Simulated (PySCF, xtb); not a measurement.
Al(Cl)(OH)(SMe) (CH4AlClOS), SMILES C[S][Al]([OH])[Cl].

xtb with GFN2-xTB at its own geometry gives an orbital gap of 3.25 eV and a dipole moment of 3.81 D.

Geometry: B3LYP-D3(BJ)/def2-SVP. The structure was generated by enumeration; whether it is a known compound was not checked. One conformer was computed; it need not be the lowest.

### Question
What does PBE/def2-TZVP (PySCF) give? (Estimate from the structure and the level; the computed values follow.)

### Answer
gap 4.56 eV (levels -6.09 and -1.52 eV), dipole 2.23 D.
